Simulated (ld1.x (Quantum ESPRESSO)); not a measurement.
**Ranking PAW potentials for oxygen**

All share these settings but for the change named:

```
Element                 : O (Z = 8)
Generator               : ld1.x (Quantum ESPRESSO) 7.5
Type                    : PAW
Functional              : LDA (PZ)
Relativity              : scalar-relativistic
Frozen core             : [He]
Valence charge          : 6
Reference configuration : 2s1 2p5
Partial waves           : 2s (bound): rcut 0.95, rcutus 1.05 bohr; 2s channel at 2.8 Ry: rcut 0.95, rcutus 1.05 bohr; 2p (bound): rcut 0.80, rcutus 1.10 bohr; 2p channel at -0.35 Ry: rcut 0.80, rcutus 1.10 bohr
Local potential         : all-electron potential smoothed inside 0.80 bohr (lloc = -2)
Core correction         : a·sin(br)/r model core inside 0.70 bohr
Augmentation charge     : PSQ, radius 0.60 bohr
```

Test errors are all-electron minus pseudo excitation energies from the reference, over 2s2 2p4; 2s2 2p3; 2s2 2p2; 2s2 2p1; 2s2 2p3.5; 2s2 2p4.3; 2s0 2p6. None of these files shows a bound ghost.

The base gives 8.9 meV.

Of 10 variants that were run, those that failed, showed a ghost or another fault, or gave nearly equal values are left out.

A variant can come out equal or close to the base, since the largest error may sit in a test that the change hardly touches while other tests move.

(1) Rank these variants by their largest absolute test error, smallest first.
A. all radii but the core radius scaled by about 0.82 (s 0.86, p 0.90 bohr, rcut 0.78/0.66); local potential all-electron potential smoothed inside 0.66 bohr (lloc = -2); augmentation PSQ, radius 0.48 bohr
B. all radii but the core radius scaled by about 1.04 (s 1.10, p 1.14 bohr, rcut 0.98/0.84); local potential all-electron potential smoothed inside 0.84 bohr (lloc = -2); augmentation PSQ, radius 0.62 bohr
C. all radii but the core radius scaled by about 1.32 (s 1.38, p 1.46 bohr, rcut 1.26/1.06); local potential all-electron potential smoothed inside 1.06 bohr (lloc = -2); augmentation PSQ, radius 0.80 bohr
D. all radii but the core radius scaled by about 1.11 (s 1.16, p 1.22 bohr, rcut 1.06/0.88); local potential all-electron potential smoothed inside 0.88 bohr (lloc = -2); augmentation PSQ, radius 0.66 bohr
E. all radii but the core radius scaled by about 0.95 (s 1.00, p 1.04 bohr, rcut 0.90/0.76); local potential all-electron potential smoothed inside 0.76 bohr (lloc = -2); augmentation PSQ, radius 0.56 bohr

Results:

(1) A (3.1 meV), E (6.5 meV), B (9.6 meV), D (18.8 meV), C (99.1 meV).
